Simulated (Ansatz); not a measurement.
C2H8B2, SMILES `CBBC`. Total charge 0; spin multiplicity 1.

```xyz
12

C    -0.586    0.856   -1.685
B    -0.946    0.039   -0.401
B     0.078   -0.901    0.489
C     1.022   -0.423    1.641
H     0.378    0.633   -2.146
H    -1.372    0.817   -2.445
H    -0.557    1.908   -1.360
H    -2.088    0.129   -0.015
H     0.126   -2.077    0.214
H     2.036   -0.439    1.210
H     0.848    0.585    2.021
H     1.060   -1.127    2.477
```

Q: List the harmonic frequencies (cm⁻¹, unscaled) at PBE0-D4/def2-TZVP in Ansatz. (Estimate.)

A: Ansatz gave: 76, 87, 126, 198, 237, 599, 641, 670, 752, 758, 916, 926, 1016, 1035, 1091, 1237, 1297, 1302, 1431, 1436, 1466, 1469, 2519, 2530, 3010, 3010, 3085, 3086, 3132, 3132.

Q: Is this a minimum?

A: Yes, all 30 modes are real.

Q: Give the ideal-gas thermochemistry at 298.15 K and 1 bar (rigid rotor, harmonic oscillator; point group C2, symmetry number 2).

A: Zero-point energy 252.8 kJ/mol; H(298) − E = 273.7 kJ/mol; entropy 327.8 J/(mol·K), of which translation 158.5, rotation 98.1, vibration 71.2; G(298) − E = 175.9 kJ/mol. Modes under 100 cm⁻¹ are hindered rotations or soft bends, so the harmonic entropy is rough.
